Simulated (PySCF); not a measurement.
Spin-rotation constants: SMILES N(N=C(C=C)C=C)=C, C$_{6}$H$_{8}$N$_{2}$

Cartesian coordinates in Å; atom numbers follow the order of the lines, from 1:
```xyz
16

C    -0.102    2.533    0.809
C    -0.786    1.437    0.498
C    -0.179    0.142    0.229
C    -0.977   -0.995   -0.223
C    -2.235   -0.969   -0.647
N     1.092    0.030    0.395
N     1.859   -0.972    0.417
C     2.683   -1.446   -0.412
H     0.972    2.518    0.878
H    -0.592    3.470    1.007
H    -1.863    1.472    0.436
H    -0.438   -1.936   -0.214
H    -2.731   -1.870   -0.968
H    -2.817   -0.066   -0.703
H     3.350   -2.218   -0.067
H     2.757   -1.121   -1.446
```

Computed with GIAO PBE0/pcSseg-1 magnetisability, rotational g tensor and spin-rotation constants, non-relativistic, gas phase (PySCF 2.14.0). Geometry: GFN2-xTB.

(1) Give the nuclear spin-rotation constants along the inertial axes (H = +C I·J) beside the isotropic shieldings.

(2) How do the rotational constants and the g tensor change when H9, H10, H11, H12, H13, H14, H15, H16 are replaced by deuterium?

## Answers

(1) Rotational constants 2.6257, 1.6520, 1.0428 GHz. A star marks the isotopologue with that one atom substituted, in its own axes.
| atom | isotope | Caa (kHz) | Cbb (kHz) | Ccc (kHz) | mean (kHz) | σ (ppm) |
| --- | --- | --- | --- | --- | --- | --- |
| N6 | 14N | 0.778 | 0.300 | 0.091 | 0.390 | -102.9 |
| N7 | 14N | 0.863 | 0.150 | 0.207 | 0.407 | -143.6 |
| H9 | 1H | 0.116 | -0.061 | -0.117 | -0.021 | 25.3 |
| H10 | 1H | 0.120 | -0.079 | -0.121 | -0.027 | 25.9 |
| H11 | 1H | 0.196 | -0.099 | -0.123 | -0.009 | 25.0 |
| H12 | 1H | 0.103 | -0.072 | -0.111 | -0.027 | 25.4 |
| H13 | 1H | -0.282 | 0.163 | -0.120 | -0.080 | 26.0 |
| H14 | 1H | 0.137 | -0.112 | -0.111 | -0.029 | 25.9 |
| H15 | 1H | 0.153 | -0.171 | -0.074 | -0.031 | 25.6 |
| H16 | 1H | -0.230 | -0.180 | 0.084 | -0.109 | 25.4 |
| C1 | 13C* | 1.242 | 0.531 | 0.121 | 0.631 | 60.4 |
| C2 | 13C* | 1.325 | 0.529 | 0.133 | 0.662 | 53.3 |
| C3 | 13C* | 0.992 | 0.612 | 0.179 | 0.594 | 60.5 |
| C4 | 13C* | 0.968 | 0.734 | 0.150 | 0.617 | 52.3 |
| C5 | 13C* | 0.859 | 0.716 | 0.140 | 0.572 | 63.9 |
| C8 | 13C* | 0.875 | 0.285 | 0.356 | 0.505 | 74.5 |

For the geometry as given, no vibrational averaging.

(2) Constants 2.2204, 1.4293, 0.8984 GHz; g -0.0445, -0.0180, -0.0013, against -0.0525, -0.0209, -0.0015 before.
